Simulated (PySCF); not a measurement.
Dissociation curve of SH (anion, charge -1), singlet.

Computed with: UKS-PBE = unrestricted PBE/aug-cc-pVDZ in PySCF 2.14.0; UKS-BLYP = unrestricted BLYP/aug-cc-pVDZ (PySCF); UCCSD(T) = CCSD(T) on UHF/aug-cc-pVDZ, 5 core orbitals frozen (PySCF 2.14.0).

Energies relative to the lowest point of each curve near equilibrium, in kcal/mol:

```
R / Å  UKS-PBE  UKS-BLYP
-----  -------  --------
1.00      77.0      76.4
1.15      19.9      19.9
1.21       9.3       9.4
1.27       3.2       3.3
1.35       0.0       0.1
1.39       0.0       0.0
1.68      15.6      14.7
2.23      57.2      53.9
2.72      78.5      73.9
2.98      82.7      78.1
3.64      86.1      81.4
4.04      86.7      81.8
```

Question: What does UCCSD(T) give at the same points?

Answer: 1.00: 76.5; 1.15: 19.3; 1.21: 8.9; 1.27: 2.9; 1.35: 0.0; 1.39: 0.1; 1.68: 16.6; 2.23: 57.3; 2.72: 78.3; 2.98: 83.0; 3.64: 86.8; 4.04: 87.4 (kcal/mol).

The unrestricted determinant behind UKS-PBE, UKS-BLYP is spin-contaminated at 2.44 to 5.38 Å (<S²> up to 1.0, against 0.00 for a pure singlet). At the longest distance UKS-PBE, UKS-BLYP leaves fractional charges on the fragments, a sign of delocalisation error or of the restricted form. Where the anion isn't bound against loss of the electron, the finite basis alone holds it. The unrestricted determinant behind UCCSD(T) is spin-contaminated at 2.01 to 5.38 Å (<S²> up to 1.0, against 0.00 for a pure singlet).
